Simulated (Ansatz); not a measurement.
# Relaxing a trial structure of C6H6ClNSi

The starting geometry of this gas-phase singlet was optimised with GFN2-xTB; its bonds are those of `C#Cc1cccn1[SiH2]Cl`.

```xyz
15

C     0.3098    1.1405   -3.1081
C    -0.3985    1.1177   -2.1370
C    -1.2267    1.0937   -1.0059
C    -2.1492    2.0189   -0.5842
C    -2.7129    1.5226    0.6097
C    -2.1181    0.3239    0.8677
Cl   -0.6923   -2.4387   -1.8443
N    -1.2034    0.0394   -0.1115
Si   -0.1745   -1.3694   -0.2306
H     0.9209    1.1718   -3.9597
H    -2.3886    2.9413   -1.0761
H    -3.4689    2.0010    1.2011
H    -2.2736   -0.3607    1.6779
H    -0.4338   -2.1243    0.9877
H     1.2010   -0.9087   -0.3639
```

Question: Predict what it relaxes into with PBE0-D3(BJ)/def2-SVP.

Answer: It keeps its bonds, and is `C#Cc1cccn1[SiH2]Cl`.

The energy falls by 0.12 eV over 12 steps:

```tsv
step	E − E(last) (eV)
1	0.119
2	0.011
3	0.005
5	0.002
6	0.001
7	0.000
8	0.000
10	0.000
11	0.000
12	0.000
```

Final geometry (Å):

```xyz
15

C     0.3703    1.1700   -3.1008
C    -0.3678    1.1754   -2.1359
C    -1.2185    1.1423   -1.0056
C    -2.1748    2.0437   -0.5710
C    -2.7507    1.5139    0.6113
C    -2.1328    0.3105    0.8622
Cl   -0.8367   -2.5909   -1.7562
N    -1.1915    0.0732   -0.1142
Si   -0.1730   -1.3624   -0.2455
H     1.0171    1.1696   -3.9584
H    -2.4197    2.9808   -1.0658
H    -3.5337    1.9669    1.2159
H    -2.2889   -0.4025    1.6698
H    -0.3291   -2.0607    1.0538
H     1.2211   -0.9607   -0.5368
```

The end wasn't checked by frequencies. Run with Ansatz 0.2.0, 36 s on 4 threads of Arm Neoverse V2, on a shared host.
